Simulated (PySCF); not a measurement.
# Relaxation of quartet Sn3N

Level of theory: PySCF, UB3LYP, basis N def2-SVP, Sn def2-SVP with ECP28 (scalar-relativistic core potentials, no spin–orbit coupling, density fitting). A (50,194) grid was used.

A hand-made T-shaped start, of C2v symmetry, held to at least that symmetry:

```xyz
4
charge 0 multiplicity 4, angstrom
N     0.0000    0.0000   -0.7242
Sn    0.0000    0.0000    1.3858
Sn    2.1087    0.0000   -0.6506
Sn   -2.1087    0.0000   -0.6506
```

(1) What forces act on the atoms at the start (eV/Å)?

(2) What does it relax to?

(3) How much energy is released, and in how many steps?

Answers

(1) 
```json
{"atom": "N1", "Fx": "0.00", "Fy": "0.00", "Fz": "-1.36"}
{"atom": "Sn2", "Fx": "0.00", "Fy": "0.00", "Fz": "2.23"}
{"atom": "Sn3", "Fx": "-0.26", "Fy": "0.00", "Fz": "-0.44"}
{"atom": "Sn4", "Fx": "0.26", "Fy": "0.00", "Fz": "-0.44"}
```

(2) It ends at C2v with N–Sn 2.017 Å (×2), N–Sn 2.363 Å, Sn–Sn 3.292 Å (×2); N–Sn–Sn 37.4° (×2), N–Sn–Sn 45.4° (×2), Sn–N–Sn 97.1° (×2), Sn–N–Sn 165.7°, Sn–Sn–Sn 74.9°. A frequency run shows a minimum. Other isomers or separated fragments may lie lower.

(3) 48.4 kJ/mol in 9 steps.

At this level a doublet minimum of Cs symmetry lies 104 kJ/mol below this structure. No spin–orbit coupling is included, which matters more the heavier the element.

The relaxation took 45 s on 2 threads of a shared Arm Neoverse V2 host, with 92 basis functions and 10 gradients; the process peaked at 0.67 GiB.
